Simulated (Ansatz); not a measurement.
Start from `C[O][Ga]([OH])[F]` and change one element to get `[OH][Ga]([F])[O][SiH3]`.

Ansatz, PBE0-D4/def2-TZVP geometries, multiplicity 1. Each molecule was computed in one conformer, which needn't be the lowest.

Scalar relativity is left out up to krypton.

| property | `C[O][Ga]([OH])[F]` |
| --- | --- |
| zero-point energy (PBE0-D4/def2-TZVP) / kJ/mol | 151.1 |
| HOMO–LUMO gap (ωB97M-V/def2-TZVPP) / eV | 11.41 |
| HOMO energy (ωB97M-V/def2-TZVPP) / eV | -10.77 |
| ideal-gas entropy at 298 K and 1 bar (rigid rotor, harmonic PBE0-D4/def2-TZVP) / J/(mol·K) | 366 |
| size of the dipole moment (PBE/def2-TZVPP) / D | 2.12 |
| HOMO–LUMO gap (B3LYP/def2-TZVPP) / eV | 6.52 |

(1) Give the same properties after the change, and the shifts. (Best estimate.)

Answers

(1) Computed: 
| property | `[OH][Ga]([F])[O][SiH3]` | shift |
| --- | --- | --- |
| zero-point energy (PBE0-D4/def2-TZVP) / kJ/mol | 118.9 | -32.2 |
| HOMO–LUMO gap (ωB97M-V/def2-TZVPP) / eV | 11.57 | 0.16 |
| HOMO energy (ωB97M-V/def2-TZVPP) / eV | -11.24 | -0.47 |
| ideal-gas entropy at 298 K and 1 bar (rigid rotor, harmonic PBE0-D4/def2-TZVP) / J/(mol·K) | 391 | 25 |
| size of the dipole moment (PBE/def2-TZVPP) / D | 0.88 | -1.24 |
| HOMO–LUMO gap (B3LYP/def2-TZVPP) / eV | 6.86 | 0.34 |

With PBE0 the HOMO falls by 0.59 eV and the LUMO falls by 0.29 eV, so the gap widens by about 0.30 eV. PBE moves the HOMO by -0.70 eV and ωB97M-V by -0.47 eV. Dipoles are sizes alone; their direction can turn. Modes under 60 cm⁻¹, often nearly free rotors, make the harmonic entropy too high.

B3LYP here is the variant with VWN-RPA as its local correlation; programs differ in this.

Positive LUMOs are unbound, so they and the gaps depend on the basis.
